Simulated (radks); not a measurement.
Values are calculated unless marked as measured or tabulated.
Spherical quantum dot in the effective-mass picture: electrons in a parabolic well V = omega^2 r^2 / 2 with omega = 0.348, all in effective atomic units (hartree* = m*/eps^2 hartree, bohr* = eps/m* bohr), one dielectric constant everywhere. Level of theory: non-relativistic Kohn-Sham, LDA (Slater exchange, Perdew-Wang correlation), spin-polarised, spherical densities (a radial shooting solver with Libxc functionals). Levels are named by radial order and angular momentum (1s, 1p, 1d, 2s, ...), and open shells are averaged over m. Results are scaled to m* = 0.028 and eps = 14.9, for which hartree* = 3.432 meV and bohr* = 28.16 nm. Each electron was tried in the lowest free levels, single moves between levels near the top were tried too, and the lowest total energy was kept; such a search can miss a lower state. At N = 1 the Hartree and exchange-correlation terms need not cancel, so that row can carry a self-interaction error.

N	open shells	2S	E (meV)	mu = E(N) - E(N-1) (meV)	addition energy mu(N+1) - mu(N) (meV)	rms radius (nm)
1	1s(up 1, down 0)	1	1.83971	1.8397	1.370	59.15
2	none	0	5.04967	3.2100	1.930	65.02
3	1p(up 1, down 0)	1	10.1893	5.1396	0.8907	74.02
4	1p(up 2, down 0)	2	16.2196	6.0303	0.8817	79.66
5	1p(up 3, down 0)	3	23.1317	6.9121	1.054	84.05
6	1p(up 3, down 1)	2	31.0975	7.9658	0.7894	88.04
7	1p(up 3, down 2)	1	39.8526	8.7552	0.7825	91.50
8	none	0	49.3903	9.5376	1.437	94.62
9	1d(up 1, down 0)	1	60.3654	10.975	0.6968	98.37
10	1d(up 2, down 0)	2	72.0374	11.672	0.6885	101.7
11	1d(up 3, down 0)	3	84.3979	12.360	0.6790	104.6
12	1d(up 4, down 0)	4	97.4373	13.039	0.6692	107.3
13	1d(up 5, down 0)	5	111.146	13.709	0.8098	109.9
14	1d(up 5, down 1)	4	125.664	14.518	0.6315	112.3
15	1d(up 5, down 2)	3	140.814	15.150	0.6258	114.6
16	1d(up 5, down 3)	2	156.590	15.776	0.6193	116.7
17	1d(up 5, down 4)	1	172.985	16.395	0.6124	118.8
18	none	0	189.992	17.007	0.7495	120.8
19	2s(up 1, down 0)	1	207.749	17.757	0.6850	122.7
20	none	0	226.190	18.442	0.8922	124.6
21	1f(up 1, down 0)	1	245.524	19.334	0.5613	126.6
22	1f(up 2, down 0)	2	265.419	19.895	0.5565	128.5
23	1f(up 3, down 0)	3	285.871	20.452	0.5517	130.4
24	1f(up 4, down 0)	4	306.875	21.003	-	132.1

All shells are closed at N = 2, 8, 18, 20 (there: 1s2 1p6 1d10 2s2); the second difference of the energy has clear peaks (12 % above both neighbours; the first and last values, which can be the largest, are not judged, and half-filled shells can peak too) at N = 2, 5, 8, 13, 20.
